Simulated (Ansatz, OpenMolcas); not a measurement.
# How methods differ on C2H3ClNSi (SMILES C[Si](Cl)C#N)

C2H3ClNSi: 8 atoms, total charge 0, spin state doublet. As SMILES, `C[Si](Cl)C#N`. The shape is that of a PBE0-D4/def2-TZVP optimisation.

```xyz
8

C    -0.7109   -0.5448    0.7826
Si    0.5988    0.6482    0.2254
Cl    2.4832   -0.0928    0.5128
C     0.4057    0.9893   -1.5744
N     0.2417    1.2984   -2.6743
H    -0.6006   -1.4915    0.2468
H    -0.6260   -0.7318    1.8540
H    -1.6997   -0.1320    0.5714
```

Quantity: the energy change with the C1–H8 bond stretched from 1.092 to 1.256 Å, in eV. The values are calculated.

```json
{"level": "UHF/def2-SVP", "kind": "Hartree–Fock", "program": "OpenMolcas", "value (eV)": "0.37", "less CCSD(T)/def2-SVP": "+0.07", "CPU time (all runs)": "24 s"}
{"level": "USVWN5/def2-SVP", "kind": "LDA", "program": "Ansatz", "value (eV)": "0.26", "less CCSD(T)/def2-SVP": "-0.04", "CPU time (all runs)": "6 s"}
{"level": "UBLYP/def2-SVP", "kind": "GGA", "program": "OpenMolcas", "value (eV)": "0.25", "less CCSD(T)/def2-SVP": "-0.05", "CPU time (all runs)": "95 s"}
{"level": "UBHLYP/def2-SVP", "kind": "global hybrid", "program": "Ansatz", "value (eV)": "0.35", "less CCSD(T)/def2-SVP": "+0.05", "CPU time (all runs)": "16 s"}
{"level": "U-wB97M-V/def2-SVP", "kind": "range-separated hybrid", "program": "Ansatz", "value (eV)": "0.31", "less CCSD(T)/def2-SVP": "+0.01", "CPU time (all runs)": "1.7 min"}
{"level": "U-wB97X/def2-SVP", "kind": "range-separated hybrid", "program": "Ansatz", "value (eV)": "0.31", "less CCSD(T)/def2-SVP": "+0.01", "CPU time (all runs)": "65 s"}
{"level": "RPA@PBE0/def2-SVP", "kind": "RPA", "program": "Ansatz", "value (eV)": "0.30", "less CCSD(T)/def2-SVP": "0.00", "CPU time (all runs)": "24 s"}
{"level": "UMP2/def2-SVP", "kind": "perturbation theory", "program": "Ansatz", "value (eV)": "0.32", "less CCSD(T)/def2-SVP": "+0.02", "CPU time (all runs)": "7.9 s"}
{"level": "UCCSD(T)/def2-SVP", "kind": "coupled cluster or CI", "program": "Ansatz", "value (eV)": "0.30", "less CCSD(T)/def2-SVP": "0.00", "CPU time (all runs)": "89 s"}
{"level": "UCCSD/def2-SVP", "kind": "coupled cluster or CI", "program": "Ansatz", "value (eV)": "0.31", "less CCSD(T)/def2-SVP": "+0.01", "CPU time (all runs)": "66 s"}
```

UCCSD(T)/def2-SVP is the highest level here, not the true value. The first shape isn't each level's own minimum. The values span 0.25 to 0.37 eV. CPU times are rough (shared hosts, several kinds of processor and program).
